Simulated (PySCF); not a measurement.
He⁺ (helium, charge +1) across methods

1s1, 2S determinant. Computed with PySCF 2.14 in x2c-TZVPPall (3s2p1d, 14 functions), with scalar relativity by spin-free X2C-1e.

```json
{"method": "CAM-B3LYP", "E (hartree)": "-1.9884", "mean ε 1s α (eV)": "-46.417", "Σ⟨r²⟩ (bohr²)": "0.7825", "⟨S²⟩": "0.750"}
{"method": "r2SCAN0", "E (hartree)": "-1.9985", "mean ε 1s α (eV)": "-45.985", "Σ⟨r²⟩ (bohr²)": "0.7647", "⟨S²⟩": "0.750"}
{"method": "PBE", "E (hartree)": "-1.9922", "mean ε 1s α (eV)": "-42.024", "Σ⟨r²⟩ (bohr²)": "0.7858", "⟨S²⟩": "0.750"}
{"method": "M06-L", "E (hartree)": "-2.0067", "mean ε 1s α (eV)": "-43.205", "Σ⟨r²⟩ (bohr²)": "0.7495", "⟨S²⟩": "0.750"}
{"method": "BHandHLYP", "E (hartree)": "-1.9958", "mean ε 1s α (eV)": "-48.100", "Σ⟨r²⟩ (bohr²)": "0.7682", "⟨S²⟩": "0.750"}
{"method": "r2SCAN", "E (hartree)": "-1.9986", "mean ε 1s α (eV)": "-43.198", "Σ⟨r²⟩ (bohr²)": "0.7678", "⟨S²⟩": "0.750"}
{"method": "PBE0", "E (hartree)": "-1.9951", "mean ε 1s α (eV)": "-45.152", "Σ⟨r²⟩ (bohr²)": "0.7770", "⟨S²⟩": "0.750"}
{"method": "LDA", "E (hartree)": "-1.9403", "mean ε 1s α (eV)": "-41.086", "Σ⟨r²⟩ (bohr²)": "0.8068", "⟨S²⟩": "0.750"}
{"method": "UHF", "E (hartree)": "-1.99826", "mean ε 1s α (eV)": "-54.375", "Σ⟨r²⟩ (bohr²)": "0.7559", "⟨S²⟩": "0.750"}
```

For one electron the Hartree and exchange-correlation energies should cancel; what remains is the self-interaction error.
